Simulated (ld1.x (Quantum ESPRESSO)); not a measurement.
## Ce (Z = 58): what ld1.x (Quantum ESPRESSO) 7.5 does with a changed input

Command:

```bash
ld1.x < Ce.in > Ce.out
```

Input:

```
&input
   title='Ce', zed=58., rel=1, dft='PBESOL', iswitch=3, xmin=-3.0,
   config='[Xe] 4f1 5d1 6s2 6p0',
   nld=3, rlderiv=2.95, eminld=-5.0, emaxld=5.0, deld=0.02
 /
 &inputp
   pseudotype=1, tm=.true., lloc=2,
   nlcc=.false.,
   file_pseudopw='Ce.pp', file_wfcaegen='ae.wfc', file_wfcncgen='nc.wfc'
 /
3
5S  1  0   2.00   0.00  1.60  1.60  0.0
5P  2  1   6.00   0.00  2.70  2.70  0.0
5D  3  2   1.00   0.00  2.35  2.35  0.0
 &test
   configts(1)='5s2 5p6 5d1 6s2 6p0'
 /
```

This is an input that runs to its end, with one change: mesh start xmin=-3.0.

Q: How does the run end?

A: The program runs through. The occupied levels of the test differ from the all-electron ones by at most 0.00358 Ry (unchanged input: 0.00364 Ry). All-electron levels move: 5s -2.967 Ry (was -2.985).

```

     n l     nl             e AE (Ry)        e PS (Ry)    De AE-PS (Ry)
     1 0     5S   1( 2.00)       -2.96739       -2.96741        0.00002
     2 1     5P   1( 6.00)       -1.71069       -1.71069        0.00000
     3 2     5D   1( 1.00)       -0.22782       -0.22782       -0.00000
     2 0     6S   1( 2.00)       -0.27605       -0.27963        0.00358
     3 1     6P   1( 0.00)       -0.09899       -0.10577        0.00679  !

     eps = 7.8E-15  iter = 18

     Etot =  -17224.057786 Ry,   -8612.028893 Ha, -234345.244567 eV
     Etotps =   -65.063765 Ry,     -32.531883 Ha,    -885.237626 eV

     Ekin =      16.200307 Ry,       8.100153 Ha,     220.416400 eV
     Encl =    -121.997711 Ry,     -60.998856 Ha,   -1659.863421 eV
     Ehrt =      50.580777 Ry,      25.290389 Ha,     688.186533 eV
     Ecxc =      -8.225142 Ry,      -4.112571 Ha,    -111.908754 eV
     Epseu=      -1.621996 Ry,      -0.810998 Ha,     -22.068385 eV

     ---------------------- End of pseudopotential test ----------------------
```
